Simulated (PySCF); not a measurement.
# Ga⁺ (gallium, charge +1) across methods

[Ar] 3d9 4s2 5s1, high-spin 3D determinant (an excited configuration). All numbers are calculated (PySCF 2.14, a scalar-relativistic core potential, in aug-cc-pVTZ-PP with one added diffuse shell each of s, d, f type with ECP10MDF (7s5p5d3f, 68 functions)). The B2PLYP total includes its PT2 part (frozen core); its orbital energies are those of the SCF part.

```json
{"method": "LDA", "E (hartree)": "-257.7042", "mean ε 4s α (eV)": "-23.323", "mean ε 4s β (eV)": "-22.953", "mean ε 5s α (eV)": "-6.560", "Σ⟨r²⟩ (bohr²)": "49.65", "⟨S²⟩": "2.000"}
{"method": "B2PLYP", "E (hartree)": "-257.8092", "mean ε 4s α (eV)": "-25.036", "mean ε 4s β (eV)": "-24.602", "mean ε 5s α (eV)": "-7.153", "Σ⟨r²⟩ (bohr²)": "51.32", "⟨S²⟩": "2.000"}
{"method": "r2SCAN", "E (hartree)": "-258.0384", "mean ε 4s α (eV)": "-23.040", "mean ε 4s β (eV)": "-22.934", "mean ε 5s α (eV)": "-6.612", "Σ⟨r²⟩ (bohr²)": "49.88", "⟨S²⟩": "2.001"}
{"method": "CAM-B3LYP", "E (hartree)": "-258.1245", "mean ε 4s α (eV)": "-25.616", "mean ε 4s β (eV)": "-25.262", "mean ε 5s α (eV)": "-7.494", "Σ⟨r²⟩ (bohr²)": "50.50", "⟨S²⟩": "2.000"}
{"method": "PBE0", "E (hartree)": "-258.1173", "mean ε 4s α (eV)": "-23.990", "mean ε 4s β (eV)": "-23.570", "mean ε 5s α (eV)": "-6.998", "Σ⟨r²⟩ (bohr²)": "50.32", "⟨S²⟩": "2.000"}
{"method": "BP86", "E (hartree)": "-258.2773", "mean ε 4s α (eV)": "-23.082", "mean ε 4s β (eV)": "-22.752", "mean ε 5s α (eV)": "-6.661", "Σ⟨r²⟩ (bohr²)": "49.43", "⟨S²⟩": "2.000"}
{"method": "wB97X-V", "E (hartree)": "-258.1108", "mean ε 4s α (eV)": "-26.404", "mean ε 4s β (eV)": "-26.064", "mean ε 5s α (eV)": "-7.982", "Σ⟨r²⟩ (bohr²)": "51.27", "⟨S²⟩": "2.000"}
{"method": "PBE", "E (hartree)": "-258.1533", "mean ε 4s α (eV)": "-22.894", "mean ε 4s β (eV)": "-22.519", "mean ε 5s α (eV)": "-6.613", "Σ⟨r²⟩ (bohr²)": "49.82", "⟨S²⟩": "2.000"}
```

Task: Estimate the same row for UHF.

Result: E (hartree) = -257.09161; mean ε 4s α (eV) = -26.501; mean ε 4s β (eV) = -25.873; mean ε 5s α (eV) = -7.731; Σ⟨r²⟩ (bohr²) = 53.49; ⟨S²⟩ = 2.001.

Energies and moments cover only the electrons outside the core potential. The outer electron is Rydberg-like, and this basis confines it to a smaller radius and binds it less than a complete one would.
